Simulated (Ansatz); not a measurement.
Mulliken charges of Cl$_{3}$H$_{3}$OSiSn, SMILES `[SiH3][O][Sn]([Cl])([Cl])[Cl]` from PBE/def2-TZVPP in Ansatz (PBE0-D4/def2-TZVP geometry).

| atom | x (Å) | y (Å) | z (Å) | charge (e) |
| --- | --- | --- | --- | --- |
| Si1 | 0.243 | -1.458 | 0.897 | 0.357 |
| O2 | 0.731 | -0.196 | -0.045 | -0.481 |
| Sn3 | -0.076 | 1.339 | -0.863 | 1.124 |
| Cl4 | -1.714 | 0.656 | -2.311 | -0.281 |
| Cl5 | 1.570 | 2.453 | -1.984 | -0.275 |
| Cl6 | -0.989 | 2.674 | 0.758 | -0.281 |
| H7 | 1.437 | -2.298 | 1.153 | -0.050 |
| H8 | -0.799 | -2.254 | 0.197 | -0.057 |
| H9 | -0.314 | -0.961 | 2.181 | -0.057 |

Problem. By hand: the dipole of these point charges (1 e Å = 4.8032 D).

Solution. Σ q r = (-0.031, -0.233, 0.161) e Å, of length 0.285 e Å = 1.37 D.

Problem. How does the dipole of the full density compare? (Best estimate.)

Solution. Ansatz gave: (-0.009, -0.098, 0.066) e Å, 0.57 D; the point charges give 2.40 times that, at 2° from its direction.

Point charges leave out the atoms' own dipoles, such as those of lone pairs, and Mulliken's split depends on the basis, so the two needn't agree.
